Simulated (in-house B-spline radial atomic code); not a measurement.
Successive ionisation energies of erbium; each step leads to the configuration of the next row (after the last: [Ar] 3d1). NIST's values go from ground level to ground level; the uncertainty of those that are theory runs from under 0.1 % in few-electron ions to several per cent in heavy many-electron ones. Computed with a B-spline radial code for spherical atoms: non-relativistic Hartree-Fock, average of the configuration, point nuclei.

This level leaves out relativity, spin-orbit splitting included, which matters for heavy ions.

```json
{"ion": "Er39+", "configuration": "[Ar] 3d10 4s1", "ionisation energy (eV)": "1766.4", "tabulated value (eV)": "1858.5", "computed minus tabulated (eV)": "-92", "highest orbital": "4s", "largest mean radius (bohr)": "0.46768"}
{"ion": "Er40+", "configuration": "[Ar] 3d10", "ionisation energy (eV)": "3175.4", "tabulated value (eV)": "3157", "computed minus tabulated (eV)": "18", "highest orbital": "3d", "largest mean radius (bohr)": "0.23647"}
{"ion": "Er41+", "configuration": "[Ar] 3d9", "ionisation energy (eV)": "3289.1", "tabulated value (eV)": "3265", "computed minus tabulated (eV)": "24", "highest orbital": "3d", "largest mean radius (bohr)": "0.23516"}
{"ion": "Er42+", "configuration": "[Ar] 3d8", "ionisation energy (eV)": "3404.3", "tabulated value (eV)": "3381", "computed minus tabulated (eV)": "23", "highest orbital": "3d", "largest mean radius (bohr)": "0.23386"}
{"ion": "Er43+", "configuration": "[Ar] 3d7", "ionisation energy (eV)": "?", "tabulated value (eV)": "?", "computed minus tabulated (eV)": "?", "highest orbital": "?", "largest mean radius (bohr)": "?"}
{"ion": "Er44+", "configuration": "[Ar] 3d6", "ionisation energy (eV)": "3639.3", "tabulated value (eV)": "3624", "computed minus tabulated (eV)": "15", "highest orbital": "3d", "largest mean radius (bohr)": "0.23129"}
{"ion": "Er45+", "configuration": "[Ar] 3d5", "ionisation energy (eV)": "?", "tabulated value (eV)": "?", "computed minus tabulated (eV)": "?", "highest orbital": "?", "largest mean radius (bohr)": "?"}
{"ion": "Er46+", "configuration": "[Ar] 3d4", "ionisation energy (eV)": "?", "tabulated value (eV)": "?", "computed minus tabulated (eV)": "?", "highest orbital": "?", "largest mean radius (bohr)": "?"}
{"ion": "Er47+", "configuration": "[Ar] 3d3", "ionisation energy (eV)": "4003.0", "tabulated value (eV)": "4038", "computed minus tabulated (eV)": "-35", "highest orbital": "3d", "largest mean radius (bohr)": "0.2275"}
{"ion": "Er48+", "configuration": "[Ar] 3d2", "ionisation energy (eV)": "4127.3", "tabulated value (eV)": "4170", "computed minus tabulated (eV)": "-43", "highest orbital": "3d", "largest mean radius (bohr)": "0.22626"}
```

Fill in the row of Er43+.

ionisation energy (eV): 3521.1; tabulated value (eV): 3505; computed minus tabulated (eV): 16; highest orbital: 3d; largest mean radius (bohr): 0.23257.

Fill in the row of Er45+.

ionisation energy (eV): 3759.1; tabulated value (eV): 3742; computed minus tabulated (eV): 17; highest orbital: 3d; largest mean radius (bohr): 0.23002.

Fill in the row of Er46+.

ionisation energy (eV): 3880.3; tabulated value (eV): 3916; computed minus tabulated (eV): -36; highest orbital: 3d; largest mean radius (bohr): 0.22875.

Where is the largest jump?

From Er39+ to Er40+, by a factor of 1.80 (1766.4 to 3175.4 eV); the highest orbital goes from 4s to 3d.
